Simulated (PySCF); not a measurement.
Precursor series Zn Cl-H. All species are isolated molecules in the gas phase.

The HOMO from two functionals at the same geometries (BP86-D3(BJ)/def2-SVP), both in PySCF: PBE-D3(BJ)/def2-TZVP and B3LYP-D3(BJ)/def2-TZVP. B3LYP has the VWN-RPA correlation part, as in Gaussian. 

| species | PBE-D3(BJ)/def2-TZVP (eV) |
|---|---|
| 0 of 2 Cl replaced by H | -7.74 |
| 1 of 2 Cl replaced by H ([Zn(Cl)(H)]) | -7.49 |
| 2 of 2 Cl replaced by H | -6.85 |

What does B3LYP-D3(BJ)/def2-TZVP give for each?


- 0 of 2 Cl replaced by H: -8.86
- 1 of 2 Cl replaced by H ([Zn(Cl)(H)]): -8.58
- 2 of 2 Cl replaced by H: -7.84
Over these rows, drawn at random from the members with no instability flagged (it was tested for open shells, ions and some series alone), PBE minus B3LYP-D3(BJ): mean +1.06 eV, from +0.99 eV to +1.11 eV.
